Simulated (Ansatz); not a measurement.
`N=CCl` and `N=C(Cl)[SeH]` differ in one atom or group.

Ansatz, PBE0-D4/def2-TZVP geometries, multiplicity 1. Each molecule was computed in one conformer, which needn't be the lowest.

Scalar relativity is left out up to krypton.

| property | `N=CCl` |
| --- | --- |
| HOMO–LUMO gap (PBE/def2-TZVPP) / eV | 5.17 |
| HOMO–LUMO gap (ωB97M-V/def2-TZVPP) / eV | 12.52 |
| HOMO energy (PBE/def2-TZVPP) / eV | -7.01 |
| LUMO energy (PBE0/def2-TZVPP) / eV | -0.74 |
| size of the dipole moment (ωB97M-V/def2-TZVPP) / D | 2.54 |
| HOMO energy (ωB97M-V/def2-TZVPP) / eV | -10.95 |

Q: What does the change do to each property? (Estimate.)

A: Ansatz gave: 
```json
{"property": "HOMO–LUMO gap (PBE/def2-TZVPP) / eV", "`N=C(Cl)[SeH]`": "4.41", "shift": "-0.76"}
{"property": "HOMO–LUMO gap (ωB97M-V/def2-TZVPP) / eV", "`N=C(Cl)[SeH]`": "10.65", "shift": "-1.87"}
{"property": "HOMO energy (PBE/def2-TZVPP) / eV", "`N=C(Cl)[SeH]`": "-6.36", "shift": "0.65"}
{"property": "LUMO energy (PBE0/def2-TZVPP) / eV", "`N=C(Cl)[SeH]`": "-1.03", "shift": "-0.29"}
{"property": "size of the dipole moment (ωB97M-V/def2-TZVPP) / D", "`N=C(Cl)[SeH]`": "2.09", "shift": "-0.45"}
{"property": "HOMO energy (ωB97M-V/def2-TZVPP) / eV", "`N=C(Cl)[SeH]`": "-9.66", "shift": "1.29"}
```

With PBE0 the HOMO rises by 1.06 eV and the LUMO falls by 0.29 eV, so the gap narrows by about 1.35 eV. PBE moves the HOMO by 0.65 eV and ωB97M-V by 1.29 eV. The zero-point energy changes by -5.1 kJ/mol with +3 modes. Dipoles are sizes alone; their direction can turn.

Spin–orbit coupling is left out; it splits and shifts lone-pair levels of the heavy atoms by tenths of an eV.
